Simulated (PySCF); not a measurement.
C2H7BFNO, SMILES COCB(N)F.

Geometry optimised at r2SCAN-D4/def2-SVP. This is a generated structure with no PubChem entry under its InChIKey; it may be hypothetical. Other conformers were not sampled.

All values below come from TDDFT-LC-ωPBE/def2-SVPD in PySCF 2.14.0.

Vertical excitations. Gas-phase values at a fixed geometry.

Computed UV-visible absorptions:
```
state  energy (eV)  λ (nm)      f                                                                   main pairs
-----  -----------  ------  -----  ---------------------------------------------------------------------------
S1            7.38     168  0.009         HOMO→LUMO 40 %, HOMO→LUMO+1 21 %, HOMO→LUMO+3 16 %, HOMO→LUMO+2 12 %
S2            7.83     158  0.015          HOMO→LUMO+4 43 %, HOMO→LUMO 20 %, HOMO→LUMO+3 18 %, HOMO→LUMO+2 8 %
S3            8.13     152  0.036                                                             HOMO−1→LUMO 72 %
S4            8.39     148  0.029          HOMO→LUMO+4 25 %, HOMO→LUMO 24 %, HOMO→LUMO+3 15 %, HOMO→LUMO+8 9 %
S5            8.69     143  0.004                         HOMO→LUMO+1 39 %, HOMO→LUMO+2 32 %, HOMO→LUMO+4 12 %
S6            8.78     141  0.036                         HOMO→LUMO+3 32 %, HOMO→LUMO+5 29 %, HOMO→LUMO+2 27 %
S7            8.95     138  0.202                   HOMO−1→LUMO+4 46 %, HOMO−1→LUMO+3 19 %, HOMO−1→LUMO+2 17 %
S8            9.16     135  0.065        HOMO→LUMO+5 27 %, HOMO→LUMO+8 18 %, HOMO→LUMO+1 12 %, HOMO→LUMO+2 9 %
S9            9.27     134  0.004  HOMO−2→LUMO 34 %, HOMO−2→LUMO+1 22 %, HOMO−2→LUMO+3 14 %, HOMO−2→LUMO+2 8 %
S10           9.63     129  0.002   HOMO−1→LUMO+5 36 %, HOMO−1→LUMO+3 10 %, HOMO−1→LUMO+6 7 %, HOMO−1→LUMO 6 %
T1            6.94     179      0         HOMO→LUMO+3 30 %, HOMO→LUMO+2 16 %, HOMO→LUMO+4 14 %, HOMO→LUMO 11 %
T2            7.19     173      0                    HOMO−1→LUMO+4 53 %, HOMO−1→LUMO+3 18 %, HOMO−1→LUMO+2 9 %
T3            7.40     168      0          HOMO→LUMO+4 33 %, HOMO→LUMO 30 %, HOMO→LUMO+1 11 %, HOMO→LUMO+8 7 %
T4            7.76     160      0                                                             HOMO−1→LUMO 65 %
```
Triplets are in the Tamm–Dancoff approximation, which puts them higher than full response would, so one can lie above its singlet here.
